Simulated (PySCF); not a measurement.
C5H7F, SMILES C[C@H]1CC=C1F.

Coordinates come from a B3LYP-D3(BJ)/def2-SVP optimisation. The structure was generated by enumeration; whether it is a known compound was not checked.

Two levels are set side by side: PBE/def2-TZVP (PySCF) and CAM-B3LYP/def2-TZVP (PySCF). Same geometry, gas phase. Differences are taken from unrounded values.

| quantity | CAM-B3LYP |
|---|---|
| orbital gap (eV) | 10.01 |
| highest occupied level (eV) | -8.39 |
| lowest empty level (eV) | 1.62 |
| dipole moment (D) | 1.51 |
| mean polarisability (bohr³) | 57.2 |

**Question.** What does PBE give, and how far is it from CAM-B3LYP? (Estimate from the structure and the level; the computed values follow.)

**Answer.** 
```
quantity                       PBE  PBE minus CAM-B3LYP
---------------------------  -----  -------------------
orbital gap (eV)              5.41                -4.60
highest occupied level (eV)  -5.86                 2.53
lowest empty level (eV)      -0.45                -2.06
dipole moment (D)             1.33                -0.18
mean polarisability (bohr³)   59.3                  2.1
```

PBE's occupied levels lie high since its potential decays too fast outside the molecule; exact exchange lowers them and widens the gap. Loosely held outer electrons make PBE densities more polarisable. Differences between two approximate levels are no errors against the true value.

Rough cost on one machine, each run with all the roots and properties that it gave: CAM-B3LYP against PBE about 2 times.
